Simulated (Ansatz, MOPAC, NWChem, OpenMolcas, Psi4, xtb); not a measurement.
A ladder of methods for SiH2OF2 (SMILES O[SiH](F)F)

The runs start from one conformer, not always the lowest.

SiH2OF2, singlet, SMILES `O[SiH](F)F`. Each level relaxes the structure for itself.

Quantity: the highest harmonic wavenumber at each level's own minimum, in cm⁻¹. The values are calculated.

| level | kind | program | value (cm⁻¹) |
| --- | --- | --- | --- |
| AM1 | semi-empirical | MOPAC | 3608 |
| MNDO | semi-empirical | MOPAC | 4142 |
| GFN2-xTB | semi-empirical | xtb | 3638 |
| GFN1-xTB | semi-empirical | xtb | 3843 |
| HF/3-21G | Hartree–Fock | OpenMolcas | 4041 |
| HF/6-31G* (spherical functions) | Hartree–Fock | NWChem | 4120 |
| HF/6-31G* (Cartesian functions) | Hartree–Fock | OpenMolcas | 4137 |
| B3LYP-D3(BJ)/def2-SVP | global hybrid | NWChem | 3878 |
| PBE0-D4/def2-TZVP | global hybrid | Ansatz | 3927 |
| wB97X-D/def2-SVP (density fitting) | range-separated hybrid | Psi4 | 3970 |

Harmonic and unscaled. The values span 3608 to 4142 cm⁻¹.
